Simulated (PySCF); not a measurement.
CrOBr₂, SMILES [O]=[Cr]([Br])[Br] (connectivity only; charge and spin as stated), neutral, multiplicity 3. Atoms are numbered in the order given.

```xyz
4

Cr     0.0000     0.0000    -0.6781
O      0.0000     0.0000    -2.2079
Br     0.0000    -1.9852     0.4848
Br     0.0000     1.9852     0.4848
```
Charge 0, spin multiplicity 3.

Geometry optimised at B3LYP-D3(BJ)/def2-SVP. The multiplicity is an assumed one; other spin states were not compared.

Method: PBE/def2-TZVP run with PySCF.

ESP charges are fitted to the potential on shells at 1.4 to 2.0 van der Waals radii. Atomic charges (e):

| atom | Mulliken | Löwdin | ESP fit | Mulliken spin |
|---|---|---|---|---|
| Cr1 | ___ | -0.31 | 0.34 | 2.23 |
| O2 | ___ | -0.07 | -0.14 | -0.21 |
| Br3 | ___ | 0.19 | -0.10 | -0.01 |
| Br4 | ___ | 0.19 | -0.10 | -0.01 |

Question: Complete the blanks. (An estimate is asked for; the answer gives what the named calculation found.)

Answer: 
- Cr1, Mulliken: 0.93
- O2, Mulliken: -0.41
- Br3, Mulliken: -0.26
- Br4, Mulliken: -0.26
